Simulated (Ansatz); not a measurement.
Energy needed to pull apart SiAsH3S (SMILES [SiH2]1S[AsH]1), closed shell, into free ground-state atoms, from the structure below (displaced at random from a GFN2-xTB minimum); no zero-point or spin–orbit terms; open-shell atoms are treated unrestricted, in their ground-state multiplicity.

```
atom    x (Å)    y (Å)    z (Å)
 Si1  -0.5650   0.0645  -0.5502
  S2   1.0448  -1.2718  -0.3485
 As3   0.1584  -0.4381   1.5863
  H4  -1.7303  -0.5537  -1.0822
  H5  -0.1675   1.2845  -1.2234
  H6   1.0991   0.9364   1.6713
```

Ansatz 0.2.0; basis: def2-TZVPP; cores frozen in the correlated methods. Filled d shells of the heavier atoms are correlated. The def2 sets are not built for correlating such inner shells, so the correlated values are less sure here.

| method | atomization energy (eV) |
| --- | --- |
| PBE-D4 | 17.17 |
| r2SCAN-D4 | ? |
| B97M-V | 17.32 |
| PBE0-D4 | 16.83 |
| r2SCAN0-D4 | ? |
| wB97M-V | 16.94 |
| HF | 11.00 |
| MP2 | 16.22 |
| CCSD | 15.80 |
| CCSD(T) | 16.21 |

What does r2SCAN0-D4 give? (Judge from chemistry; the value comes from the calculation.)

The calculation gives: 16.70 eV, which is about 0.49 eV more than CCSD(T)/def2-TZVPP.

What does r2SCAN-D4 give? (An estimate is asked for; the value comes from the calculation.)

The calculation gives: 17.04 eV, which is about 0.84 eV more than CCSD(T)/def2-TZVPP.

In triple zeta the MP2 and coupled-cluster atomization energies are still short of their basis limit by a few kcal/mol a bond, whereas those of the functionals are nearly converged, so these differences are not deviations from converged CCSD(T).

No T1 diagnostic of these runs exceeds 0.013.

For scale, one of the runs: CCSD(T)/def2-TZVPP forces, 174 basis functions (an equivalent command: `ansatz run in.yaml --threads 4`). Time: 2.2 min of wall clock on 4 CPU threads; the host was shared. Peak host memory: 2.5 GiB.
